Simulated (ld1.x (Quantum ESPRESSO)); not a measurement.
Values are calculated unless marked as measured or tabulated.
## Pseudopotentials across the periodic table

Generated with ld1.x 7.5 (TM, RRKJ, ultrasoft, PAW), atompaw 4.2 or ONCVPSP 4.0.1. The cutoff is in Ry: for ld1.x and atompaw files where the sum of valence levels is converged to 10 mRy in a Bessel basis, for ONCV files where the hardest occupied wave has 1 mHa per electron of residual kinetic energy. The error is the largest all-electron minus pseudo excitation energy over each file’s own four to seven test configurations (ionisations up to +4, promotions, holes and added fractions of an electron), all of which were solved. The labels leave out finer settings (local radius, basis sizes, second energies), which also bear on the numbers. Spin-polarised tests are not counted. The rows are a selection from randomly drawn settings: files with unsolved tests, undetermined cutoffs or missed reference levels are left out.

```tsv
element	potential	cutoff (Ry)	largest error (meV)	bound ghosts
F	RRKJ, LDA (PZ), scalar-relativistic, rc 0.75/1.70 (sp), local p, core correction no, reference 2s2 2p3	160	+2011	none
Ar	TM, LDA (PZ), non-relativistic, rc 1.15/1.20/0.95 (spd), local p, core correction yes, reference 3s2 3p6	60	+223	none
Fe	RRKJ, Wu–Cohen, scalar-relativistic, rc 2.15/0.90/0.85 (spd), local s, core correction no, reference 3p6 3d6 4s2 4p0	200	-1546	none
Co	RRKJ, PBE, scalar-relativistic, rc 1.65/2.05/1.05 (spd), local s, core correction yes, reference 3d7 4s1.75 4p0.25	160	-425	none
Lu	TM semilocal, LDA (PZ), scalar-relativistic, rc 3.05/3.20/2.40/1.25 (spdf), local s, core correction no, reference 4f14 5d1 6s2 6p0	300	-1011	none
W	RRKJ, LDA (PZ), non-relativistic, rc 3.20/2.10/2.10 (spd), local s, core correction yes, reference 5p6 5d4 6s2 6p0	30	-996	none
```

Fill in the row for Zr: RRKJ, PBE, scalar-relativistic, rc 2.60/4.20/2.90 (spd), local s, core correction no, reference 4d2 5s2 5p0.

cutoff 18 Ry, largest error +340 meV, bound ghosts: none.
